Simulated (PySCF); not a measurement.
# Fine-structure interval of Ga²⁶⁺ by level of theory

Ga²⁶⁺ [He] 2s2 2p1 [2p1/2^1, M_J = 1/2] → Ga²⁶⁺ [He] 2s2 2p1 [2p3/2^1, M_J = 3/2], as a difference of total energies. Computed with PySCF 2.14 in an even-tempered Gaussian basis (17 s from 8.4 bohr⁻², ratio 2.4; 11 p from 11 bohr⁻², ratio 2.4; 5 d from 37 bohr⁻², ratio 2.6; 4 f from 55 bohr⁻², ratio 2.6), with the two-component X2C-1e Hamiltonian. Correlated levels: nothing frozen; the 28 highest virtual spinors dropped. "Screened" scales the spin-orbit matrix elements by Boettger's factors to mimic the two-electron term; Breit and QED terms are absent.

```csv
method,fine-structure interval (cm⁻¹)
GHF (screened spin-orbit),266690
GMP2 (screened spin-orbit),264370
GHF (bare spin-orbit),285330
```
